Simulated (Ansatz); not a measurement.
Basis sets compared for the cluster H9Au5⁺. Charge 1, multiplicity 2. Geometry PBE-D4/def2-SVP. Ansatz on 4 threads of Arm Neoverse V2 on a shared host; times are rough, and most runs start from earlier orbitals.

```xyz
14

Au   -0.391   -0.257   -0.386
Au   -2.485   -2.003   -0.868
Au    3.898    2.939   -0.335
Au    1.497    1.675    0.076
Au   -3.368   -2.244    1.750
H    -3.743   -2.873   -0.249
H     5.629    3.203    0.111
H    -1.194   -1.154   -1.684
H     0.472    0.556    0.887
H    -3.196   -1.851    3.287
H    -2.929   -2.592   -2.294
H     5.675    2.846   -0.652
H    -2.100   -1.405    0.866
H     2.234    3.161   -0.509
```

In the def2 sets Au takes a core potential; there is no spin–orbit coupling. In the doublet, H7 and H12 lie 0.84 Å apart (atoms count from 1), so H2 has formed as a molecule. Another isomer (doublet) lies 0.13 eV lower at PBE0-D4/def2-TZVP; other spin states weren't run for this one.

```
           level  functions  energy (Eh)  HOMO (eV)  LUMO (eV)  wall time
 PBE-D4/def2-SVP        205    -684.0015      -9.60      -9.01      6.5 s
PBE0-D4/def2-SVP        205    -683.7599     -10.61      -8.29       11 s
```

Task: Estimate the rows for PBE-D4/def2-TZVP (with forces), PBE0-D4/def2-TZVP.

Result: 
| level | functions | energy (Eh) | HOMO (eV) | LUMO (eV) | wall time |
| --- | --- | --- | --- | --- | --- |
| PBE-D4/def2-TZVP (with forces) | 254 | -684.0654 | -9.65 | -9.07 | 10 s |
| PBE0-D4/def2-TZVP | 254 | -683.8236 | -10.67 | -8.33 | 23 s |
